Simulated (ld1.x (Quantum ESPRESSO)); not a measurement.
## Transferability test, TM potential for Sr

```
Element                 : Sr (Z = 38)
Generator               : ld1.x (Quantum ESPRESSO) 7.5
Type                    : norm-conserving Troullier–Martins (Kleinman–Bylander form)
Functional              : PBE
Relativity              : fully relativistic
Frozen core             : [Ar] 3d10
Valence charge          : 10
Reference configuration : 4s2 4p6 4d0 5s2 5p0
Partial waves           : 4p (bound): rc 2.65 bohr; 4d (bound, empty): rc 3.00 bohr; 4s (bound): rc 2.35 bohr
Local potential         : the s channel
Core correction         : none
```

Open shells are filled in proportion to 2j + 1 (rel_dist='average').

Occupied shells without a wave of their own: 5s. They enter only through the test configuration that unscreens the potential.

Energies are relative to the spin-unpolarised reference configuration 4s2 4p6 4d0 5s2 5p0; without spin polarisation the order of configurations can differ from experiment.

| valence configuration | charge | ΔE all-electron (eV) | error AE − PS (meV) |
| --- | --- | --- | --- |
| 4s2 4p6 4d0 5s1 5p0 | +1 | 5.885 | -1245 |
| 4s2 4p6 4d0 5s1.5 5p0 | +0.5 | 2.339 | -526 |
| 4s2 4p5 4d0 5s2 5p0 | +1 | 28.324 | +218 |
| 4s1 4p6 4d0 5s2 5p0 | +1 | 47.012 | +265 |
| 4s2 4p6 4d1 5s0 5p0 | +1 | 7.649 | -2260 |
| 4s2 4p6 4d0 5s0 5p2 | 0 | 4.704 | -1685 |

Q: What are ΔE and the potential's error for 4s2 4p6 4d0 5s0 5p0?

A: ΔE = 16.891 eV all-electron; the error (AE − PS) is -3459 meV.

These tests converged, but a pseudo level misses the all-electron one widely, so the file describes the atom poorly there or has found another state: 4s2 4p6 4d0 5s0 5p0: empty 5s by 2.9 eV; 4s2 4p6 4d0 5s1.5 5p0: 5s by 1.2 eV. The 5s level has no wave, so the channel is fitted at the deeper level alone: the likely source of the large errors.

The potential misses its own reference levels by up to 0.9 eV.
